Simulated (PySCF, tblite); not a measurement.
Species: C₂H₁₂SSi₄.
Structure used (GFN2-xTB), in Å, numbered top down from 1:
```xyz
19
C2H12SSi4 angstrom
C     -2.543   -0.448   -0.918
C     -2.084    0.129    0.182
Si    -0.440   -0.286    1.010
Si    -0.657   -1.776    2.768
S      0.866   -1.213   -0.453
Si     1.275    0.306   -1.930
Si     2.737    1.914   -1.149
H     -3.505   -0.208   -1.347
H     -1.964   -1.190   -1.445
H     -2.704    0.865    0.681
H      0.199    1.005    1.314
H      0.608   -2.028    3.457
H     -1.212   -3.069    2.364
H     -1.575   -1.199    3.756
H     -0.034    0.819   -2.342
H      1.784   -0.527   -3.016
H      2.372    2.441    0.171
H      2.755    3.052   -2.072
H      4.111    1.422   -1.038
```

Jobs on this species (19 atoms, 96 electrons) with PySCF (density fitting) and tblite. Hardware of each: Arm Neoverse N1, one thread, shared host. Times come from a shared host and carry two figures at best.

Task: Rank these jobs by wall time, shortest first.
A. PBE0/pcSseg-1; shieldings, charges and field gradients, density and orbital grids written; 214 basis functions
B. GFN2-xTB; L-BFGS relaxation
C. GFN2-xTB; Hessian by finite differences

Result: C (2.2 s), B (4.8 s), A (97 s).

All jobs:

| level and settings | work | basis functions | SCF cycles | wall time |
| --- | --- | --- | --- | --- |
| GFN2-xTB | Hessian by finite differences | – | – | 2.2 s |
| GFN2-xTB | L-BFGS relaxation | – | – | 4.8 s |
| PBE0/pcSseg-1 | shieldings, charges and field gradients, density and orbital grids written | 214 | 13 | 97 s |

Task: What do all jobs in the table cost together?

Result: About 1.7 min; the longest takes about 93 % of that, and about 44 times as long as the shortest.
